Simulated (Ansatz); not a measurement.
The cation of `C[N](C)[In]([NH2])[OH]` at the neutral geometry.

```yaml
crystal:
  periodic: [false, false, false]
  atoms:
    - {symbol: C, position_ang: [-1.609836, 0.173465, 1.058131]}
    - {symbol: N, position_ang: [-0.291053, -0.133492, 0.577795]}
    - {symbol: C, position_ang: [0.371204, -1.142153, 1.359677]}
    - {symbol: In, position_ang: [0.453053, 0.583374, -1.145995]}
    - {symbol: N, position_ang: [2.294727, 0.173224, -1.858159]}
    - {symbol: O, position_ang: [-0.584087, 1.975682, -2.114791]}
    - {symbol: H, position_ang: [-1.584645, 0.546245, 2.094085]}
    - {symbol: H, position_ang: [-2.274330, -0.705693, 1.049660]}
    - {symbol: H, position_ang: [-2.084720, 0.946084, 0.447771]}
    - {symbol: H, position_ang: [1.380374, -1.334967, 0.986824]}
    - {symbol: H, position_ang: [0.468275, -0.833593, 2.412333]}
    - {symbol: H, position_ang: [-0.172831, -2.100724, 1.356239]}
    - {symbol: H, position_ang: [2.616871, -0.774145, -1.716725]}
    - {symbol: H, position_ang: [2.416841, 0.407370, -2.834159]}
    - {symbol: H, position_ang: [-1.399851, 2.219333, -1.672695]}
basis:
  gaussian: {orbitals: def2-TZVPP}
total_charge: 1
magnetization: {spin_polarized: true, initial_magnetization: 1}
correlation: {method: ccsd_t}
scf: {omitted_lower_state_checks: [cluster_reference]}
```

```sh
$ ansatz run in.yaml --threads 2 --pin off --events-out ev --progress --plain --max-ram 32768MiB --backend cuda --devices 0, --max-vram 18GiB
```

It prints (some lines left out):

```
Functional definition: HF
2145 factors; integrals over basis functions are off by at most 1.1e-3 eV
mean field evaluation 1: about -12337.8276 eV, gradient 5.1e1 eV
mean field evaluation 2: about -12337.8334 eV, gradient 5.1e1 eV
mean field evaluation 4: about -12348.6526 eV, gradient 5.3e0 eV
mean field evaluation 8: about -12348.9420 eV, gradient 1.7e-1 eV
mean field -12348.94223970 eV, -453.8152568954 hartree, gradient 2.8e-6 eV, S^2 0.766152; 2 other end points of the search recorded, 0 dependent functions left out
9 core orbitals not correlated: weight in the atoms' cores, before any rotation towards them, 1.000 or more for the frozen orbitals, at most 0.000 for the correlated occupied ones
reference -12348.94223970 eV, -453.8152568954 hartree; 23, 22 occupied and 299, 300 virtual orbitals, 2145 factors
second order -34.41116037 eV of doubles, -0.00000000 eV of singles
cycle   1  -34.37103771 eV  change    4.0e-2 eV  update   1.5e-1
cycle   2  -35.18926831 eV  change   -8.2e-1 eV  update   4.9e-2
cycle   3  -35.43905905 eV  change   -2.5e-1 eV  update   3.5e-2
cycle   4  -35.46351263 eV  change   -2.4e-2 eV  update   1.4e-2
cycle   5  -35.45118722 eV  change    1.2e-2 eV  update   9.0e-3
cycle   6  -35.45263951 eV  change   -1.5e-3 eV  update   4.5e-3
cycle   7  -35.45486374 eV  change   -2.2e-3 eV  update   3.2e-3
cycle   8  -35.45467657 eV  change    1.9e-4 eV  update   1.8e-3
cycle   9  -35.45515046 eV  change   -4.7e-4 eV  update   1.1e-3
cycle  10  -35.45593188 eV  change   -7.8e-4 eV  update   6.6e-4
cycle  11  -35.45498139 eV  change    9.5e-4 eV  update   2.8e-4
cycle  12  -35.45516197 eV  change   -1.8e-4 eV  update   2.3e-4
cycle  13  -35.45514603 eV  change    1.6e-5 eV  update   1.2e-4
cycle  14  -35.45518196 eV  change   -3.6e-5 eV  update   8.5e-5
cycle  15  -35.45528353 eV  change   -1.0e-4 eV  update   4.3e-5
cycle  16  -35.45529035 eV  change   -6.8e-6 eV  update   2.0e-5
perturbative correction -1.34300190 eV, -0.0493544097 hartree
Total energy: -12385.74053196 eV, -455.1675691930 hartree
Checks for a lower state left out: cluster_reference
```

It took 120 s on 2 threads of an AMD EPYC 7R13 on a shared host and a share of an NVIDIA H100 80 GB, with 1.5 GiB of host memory at the peak.
